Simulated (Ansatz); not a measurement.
**Relaxing a trial structure of BH4N3**

The starting geometry of this gas-phase singlet was optimised with GFN2-xTB; its bonds are those of `N#[N+][BH2-]N`.

```xyz
8

B     0.2569   -0.4517    0.4625
N    -1.7754   -1.2992    1.7324
N    -1.0074   -0.7978    1.1007
N     1.1490   -1.5015    1.0618
H     0.0950   -0.5660   -0.7079
H     0.5188    0.6552    0.8033
H     0.9921   -2.4584    0.7869
H     1.3316   -1.4481    2.0516
```

Task: Where would you expect an optimisation with BLYP-D3(BJ)/def2-SVP to take it?

Result: It falls apart into BH4N + N2. Contacts that open: B1–N3 (1.46 → 4.33 Å).

The energy falls by 1.30 eV over 64 steps:

| step | E − E(last) (eV) |
| --- | --- |
| 1 | 1.302 |
| 8 | 0.062 |
| 15 | 0.042 |
| 22 | 0.036 |
| 29 | 0.032 |
| 36 | 0.018 |
| 43 | 0.006 |
| 50 | 0.001 |
| 57 | 0.000 |
| 64 | 0.000 |

Final geometry (Å):

```yaml
atoms:
  - { symbol: B, position_ang: [1.0587, -0.2902, 0.2743] }
  - { symbol: N, position_ang: [-2.0570, -1.7884, 1.5771] }
  - { symbol: N, position_ang: [-3.0230, -1.4238, 1.1630] }
  - { symbol: N, position_ang: [1.1594, -1.2761, 1.2577] }
  - { symbol: H, position_ang: [-0.0434, 0.0394, -0.1166] }
  - { symbol: H, position_ang: [2.0707, 0.2147, -0.1679] }
  - { symbol: H, position_ang: [0.3451, -1.7376, 1.6685] }
  - { symbol: H, position_ang: [2.0499, -1.6054, 1.6353] }
```

No frequencies were run, so the end isn't proven a minimum. Run with Ansatz 0.2.0, 4.2 min on 1 thread of Intel(R) Xeon(R) Processor @ 2.50GHz (Skylake/Cascade Lake), on a shared host.
